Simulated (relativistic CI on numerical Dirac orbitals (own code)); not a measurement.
Calculated levels, Sm¹⁴⁺

Method of calculation: Dirac-Coulomb-Breit CI, KLI orbitals optimised for each configuration, QED by a radiative potential, unscaled Slater integrals (own radial code, finite nucleus).

CI space (outside the closed core [Ar] 3d10 4s2): 4p6 4d10 4f 5s, 4p6 4d10 4f2, 4p6 4d10 5s2, 4p6 4d10 4f 5p, 4p6 4d10 5s 5p, 4p6 4d10 4f 5d, 4p6 4d10 5p2, 4p6 4d10 4f 5f, 4p6 4d10 5s 5d, 4p6 4d10 5p 5d, 4p6 4d9 4f2 5s, 4p6 4d10 4f 5g, 4p6 4d10 5p 6s, 4p6 4d10 5d2, 4p6 4d10 5p 5f, 4p6 4d10 5s 6s, 4p6 4d10 4f 6s, 4p6 4d10 5s 5f, 4p6 4d10 5s 6p, 4p6 4d10 4f 6p, 4p6 4d10 5p 5g, 4p6 4d9 4f 5s2, 4p6 4d10 5d 6s, 4p6 4d10 5d 5f, 4p6 4d10 5s 6d, 4p6 4d10 4f 6d, 4p6 4d10 5s 5g, 4p5 4d10 4f2 5s. Double excitations out of closed p, d and f shells are left out; levels of such configurations are missing from the list, as are those of other unlisted configurations, and high levels can miss mixing partners.

The lowest level is 4p6 4d10 4f2 3H_4, with 96 % of that term; Hund's rules for 4p6 4d10 4f2 give 3H with J = 4, in agreement.

```
No.   Configuration  Term  J   E (eV)    %  Landé g
  1    4p6 4d10 4f2    3H  4   0.0000   96    0.807
  2    4p6 4d10 4f2    3H  5   0.5853  100    1.032
  3  4p6 4d10 4f 5s   3F°  2   0.7461  100    0.664
  4  4p6 4d10 4f 5s   3F°  3   0.9443   90    1.074
  5    4p6 4d10 4f2    3H  6   1.1787  100    1.165
  6    4p6 4d10 4f2    3F  2   1.3066   98    0.673
  7  4p6 4d10 4f 5s   3F°  4   1.4961  100    1.249
  8    4p6 4d10 4f2    1G  4   1.6761   50    1.111
  9    4p6 4d10 4f2    3F  3   1.6886  100    1.082
 10  4p6 4d10 4f 5s   1F°  3   2.2280   90    1.007
 11    4p6 4d10 4f2    3F  4   2.4572   53    1.129
 12    4p6 4d10 4f2    1D  2   4.4897   89    1.036
 13    4p6 4d10 5s2    1S  0   5.0843   91         
 14    4p6 4d10 4f2    1I  6   5.3636  100    0.999
 15    4p6 4d10 4f2    3P  0   5.5269   94         
 16    4p6 4d10 4f2    3P  1   5.6805  100    1.500
 17    4p6 4d10 4f2    3P  2   5.9966   91    1.454
 18    4p6 4d10 4f2    1S  0  12.2658   96         
 19  4p6 4d10 4f 5p    3G  3  25.0312   63    0.850
 20  4p6 4d10 4f 5p    3F  2  25.5193   63    0.813
 21  4p6 4d10 4f 5p    3F  3  25.9607   42    1.153
 22  4p6 4d10 4f 5p    3G  4  26.3226   41    1.112
 23  4p6 4d10 5s 5p   3P°  0  26.6843  100         
 24  4p6 4d10 5s 5p   3P°  1  28.0829   90    1.450
 25  4p6 4d10 4f 5p    3G  3  31.9194   34    0.944
 26  4p6 4d10 4f 5p    3F  4  32.6226   53    1.156
 27  4p6 4d10 4f 5p    3D  2  33.0403   49    0.968
 28  4p6 4d10 4f 5p    3D  3  33.4558   60    1.215
 29  4p6 4d10 4f 5p    3G  5  33.7175  100    1.199
 30  4p6 4d10 4f 5p    3D  1  33.9002  100    0.497
```

Energies count from the lowest computed level; ° marks odd parity.

The mean weight of the leading LS term, summed over parents, in these 30 levels is 81 %, and that of the leading jj configuration (from the same eigenvectors) 87 %.

At this charge transitions that keep the count of f electrons are usually good to a few per cent. Terms inside the open d or f shell come out 10 to 20 % too wide with unscaled integrals. Levels and lines within the n = 5 or 6 shells can be off by up to 10 % or somewhat more, and those that change n by about 2 %, since core polarisation is missing. Levels that differ in their count of f electrons can be misplaced by several ten thousand cm⁻¹, since the correlation energy of f electrons is missing or only estimated; rates across such gaps can be off by orders of magnitude. The computed lowest level isn't the tabulated ground level, which NIST ASD gives as 4f 5s °; for such ions that label comes from theory and may be the wrong one.

Landé's interval rule says that E(J) − E(J−1) = AJ with one A. For the ground term the intervals give A = 944.2, 797.6 cm⁻¹ for J = 5, 6; the multiplet is regular.

LS names give the leading component of a level, which can be under half, so a name can repeat, a term be missing and a line seem to break the LS rules.
